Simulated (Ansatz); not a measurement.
`B[SiH2]CF` + `OB[SiH3]` → `BOB[SiH3]` + `FC[SiH3]` at 298.15 K and 1 bar (cleavage of the B–Si bond).

Calculated with Ansatz (gas phase, PBE0-D4/def2-TZVP geometries, no zero-point term in ΔE). CCSD(T)/CBS adds triple-zeta CCSD(T) − MP2 to the extrapolated MP2 energy (def2 sets, frozen cores). Each species was taken in one conformer, which may not be the lowest.

| species | CCSD(T)/CBS energy (Eh) | H − E (kJ/mol) | S (J/(mol·K)) |
| --- | --- | --- | --- |
| `B[SiH2]CF` | -455.26817 | 193.6 | 338.4 |
| `OB[SiH3]` | -392.07510 | 152.2 | 296.1 |
| `BOB[SiH3]` | -417.48760 | 184.9 | 337.9 |
| `FC[SiH3]` | -429.90570 | 157.3 | 287.8 |

H − E and S are ideal-gas, rigid-rotor, harmonic terms from PBE0-D4/def2-TZVP, for one conformer and one mirror image of each species. 1 Eh = 2625.50 kJ/mol, R = 8.31446 J/(mol·K).

Task: By hand: ΔE, ΔH, ΔS and ΔG.

Result: ΔE = (-417.48760) + (-429.90570) − (-455.26817) − (-392.07510) = -0.05003 Eh = -131.4 kJ/mol. Δ(H − E) = 184.9 + 157.3 − 193.6 − 152.2 = -3.6, so ΔH = -135.0 kJ/mol. ΔS = 337.9 + 287.8 − 338.4 − 296.1 = -8.8 J/(mol·K). ΔG = -135.0 − 298.15 × (-8.8)/1000 = -132.4 kJ/mol.

Task: By hand: the equilibrium constant, and the temperature at which ΔG would vanish if ΔH and ΔS stayed fixed.

Result: log₁₀ K = −ΔG/(RT ln 10) = 23.2. ΔG = 0 at ΔH/ΔS = 15341 K, far beyond where these terms or the molecules hold.

The number of gas molecules stays the same, so ΔS is small and ΔH decides. A doubt of 5 kJ/mol in ΔE shifts log₁₀ K by 0.9 here. Other conformers and mirror images would add mixing entropy, several J/(mol·K) or more a flexible species. Modes under 60 cm⁻¹, often nearly free rotors, make the harmonic entropy too high. These are equilibria of isolated gas molecules and say nothing of rates. Largest T1 diagnostic: 0.014 (customary marks: 0.02 for closed shells, 0.045 for open ones).
